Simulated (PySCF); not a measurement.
C₆ coefficients of unlike pairs at PBE

Calculated with PySCF 2.14 from the dipole response of each species, C₆(A,B) = (3/π) ∫ α_A(iu) α_B(iu) du, in atomic units, from isotropic polarisabilities. For ions this is the dispersion term alone; charge-induced terms of lower order in 1/R come first.

| species | configuration | basis | relativity | α (bohr³) | C₆ (like pair) |
| --- | --- | --- | --- | --- | --- |
| Tl | [Xe] 4f14 5d10 6s2 6p1 (2P) | aug-cc-pwCVDZ-PP with ECP60MDF (6s5p4d1f) | core potential | 83.05 | 848.5 |
| Xe | [Xe] (1S) | x2c-TZVPPall with one added diffuse shell each of s, p, d, f type (9s7p5d3f) | spin-free X2C | 28.06 | 299.5 |
| Co⁺ | [Ar] 3d8 (3F) | aug-cc-pVTZ with one added diffuse shell each of s, p, d, f, g type (9s8p6d4f3g) | none | 10.43 | 37.29 |
| Ba⁺ | [Xe] 6s1 (2S) | aug-cc-pVTZ-X2C (9s8p6d3f) | spin-free X2C | 129.9 | 1406 |

Problem. Estimate C₆ for Ba⁺ with Co⁺.

Solution. The integral gives 192.3. The combination rule 2 C_A C_B / (C_A α_B/α_A + C_B α_A/α_B) gives 181.7 and the geometric mean 229.0.

No spin-orbit coupling is included.

The other pairs:

| pair | C₆ |
| --- | --- |
| Ba⁺, Xe | 541.8 |
| Co⁺, Tl | 163.4 |
| Co⁺, Xe | 104.9 |
| Ba⁺, Tl | 1072 |
| Xe, Tl | 462.7 |
